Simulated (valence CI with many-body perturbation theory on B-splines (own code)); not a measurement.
## Which ion has this spectrum?

A relativistic CI+MBPT calculation for an atom or ion with 6 electrons gives these levels (Ry):

| J | Parity | E | g |
| --- | --- | --- | --- |
| 0 | even | 0.00 |  |
| 1 | even | 42.68 | 1.48 |
| 2 | even | 43.93 | 1.15 |
| 2 | odd | 59.06 | 1.53 |
| 1 | odd | 64.18 | 1.10 |
| 2 | even | 87.75 | 1.30 |
| 0 | even | 91.27 |  |
| 2 | odd | 100.17 | 1.55 |
| 3 | odd | 103.05 | 1.31 |
| 0 | odd | 106.36 |  |
| 1 | odd | 107.66 | 1.30 |
| 2 | odd | 108.41 | 1.06 |
| 1 | odd | 108.65 | 1.32 |
| 2 | even | 125.86 | 1.32 |

The energies are calculated, and their last digits are not significant.

**Question.** Which is it?
A. Sm56+
B. Eu57+
C. Pm55+
D. Ce52+

**Answer.** C. Pm55+, ground level (2s^2 2p1/2^2) J=0.
